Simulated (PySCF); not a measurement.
GaF3, SMILES [F][Ga]([F])[F]. Geometry optimised at B3LYP-D3(BJ)/def2-SVP. The isomer is the one that the SMILES or the coordinates give; other isomers of the formula were not compared.

Computed equilibrium geometry at B3LYP-D3(BJ)/def2-SVP (PySCF confirms it by a frequency run) as a Z-matrix, and its point group:
point group D3h.
```
Ga
F 1 1.7335
F 1 1.7335 2 120.00
F 1 1.7335 2 120.00 3 180.00
```
Charge 0, spin multiplicity 1.
